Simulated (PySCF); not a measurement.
Interval between two levels of F⁺ by level of theory

F⁺ [He] 2s2 2p4 [3P2, M_J = 2] → F⁺ [He] 2s1 2p4 3s1 [5P3, M_J = 3], as a difference of total energies. Calculation: PySCF 2.14, in x2c-SVPall-2c with one added diffuse shell of s type (4s2p1d, 15 functions); the two-component X2C-1e Hamiltonian. Correlated levels: 1s2 frozen. "Screened" scales the spin-orbit matrix elements by Boettger's factors to mimic the two-electron term; Breit and QED terms are absent.

```
                    method  interval between two levels (cm⁻¹)
           GHF (spin-free)                              316300
          GMP2 (spin-free)                              322330
 GHF (screened spin-orbit)                              316280
GMP2 (screened spin-orbit)                              322320
```

The labels give the starting determinants; with spin-orbit coupling the two ends relaxed to ⟨J²⟩ = 6.01, ⟨L²⟩ = 2.00, ⟨S²⟩ = 2.00 and ⟨J²⟩ = 12.00, ⟨L²⟩ = 2.00, ⟨S²⟩ = 6.00.
